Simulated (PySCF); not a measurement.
Compounds:

A. `InChI=1S/C6H7Cl/c7-5-1-2-6-3-4-6/h1,3,5H,2,4H2/b5-1+`
B. `C(=C)C(=C)/C=C/Cl`
C. `C1=CC1O[C@H](C#N)F`
D. `InChI=1S/C5H4FNO/c6-5-2-1-4(3-7)8-5/h1-3,7H/b7-3-`

Spectrum 1. 1H NMR (500 MHz, computed): δ 6.77 (m, 1H), 6.72 (m, 1H), 6.70 (m, 1H), 5.90 (m, 1H), 5.67 (m, 1H), 5.33 (m, 1H), 5.30 (m, 1H). 13C{1H} NMR (computed): δ 149.8 (C), 144.5 (CH), 140.3 (CH), 138.7 (CH), 126.9 (CH2), 122.9 (CH2).

Spectrum 2. 1H NMR (500 MHz, computed): δ 6.79 (t, 1H), 6.42 (m, 1H), 6.22 (d, 1H), 3.36 (d, 2H), 1.03 (m, 2H). 13C{1H} NMR (computed): δ 138.9 (CH), 132.2 (CH), 128.8 (C), 109.3 (CH), 35.3 (CH2), 9.4 (CH2).

Spectrum 3. 1H NMR (500 MHz, computed): δ 10.88 (br s, 1H), 8.17 (s, 1H), 7.13 (m, 1H), 5.93 (m, 1H). 13C{1H} NMR (computed): δ 168.3 (C), 158.8 (CH), 146.9 (C), 118.0 (CH), 93.2 (CH).

Spectrum 4. 1H NMR (500 MHz, computed): δ 7.86 (m, 1H), 7.68 (m, 1H), 6.15 (m, 1H), 4.10 (m, 1H). 13C{1H} NMR (computed): δ 133.0 (CH), 125.3 (CH), 117.6 (C), 101.2 (CH), 53.2 (CH).

PySCF 2.14 calculation with σ from GIAO-PBE0/pcSseg-1 and structure optimised with GFN2-xTB; no relativistic terms, isolated molecule, single conformer, equivalent nuclei averaged.

References, each an isolated molecule treated in the same way: 1H (σ = 31.72 ppm), 13C (σ = 186.93 ppm) vs TMS. Splittings of carbon signals by F and P are missing where no couplings were computed. Where no couplings were computed, multiplicities follow the n + 1 count of equivalent neighbours, and m marks all less simple cases (inequivalent or close neighbours, rings, F or P nearby). Shifts are as computed. Against solution values, carbons near 30 ppm lie about +3 ppm off and those near 130 ppm about +5 ppm; carbons on Cl a further +6 ppm. Of 1211 compounds with measured shifts, 218 miss one by over three times the rms of a fit or turn the order of signals round; such compounds aren't used in these exercises. Carbons bonded to Cl come out too deshielded. OH and NH positions are gas-phase values without hydrogen bonding to other molecules.

Match each spectrum to its structure.

Results:

1–B, 2–A, 3–D, 4–C.

- Spectrum 1 (B): 6 13C signals; δC 149.8 is a fully substituted alkene carbon; δC 144.5 is an alkene CH.
- Spectrum 2 (A): 6 13C signals; δC 138.9 is an alkene CH; δC 132.2 is an alkene CH.
- Spectrum 3 (D): 5 13C signals; δC 168.3 is an aromatic carbon bearing fluorine; δH 10.88 is the hydrogen on an imine nitrogen.
- Spectrum 4 (C): 5 13C signals; δC 133.0 is an alkene CH; δC 125.3 is an alkene CH.
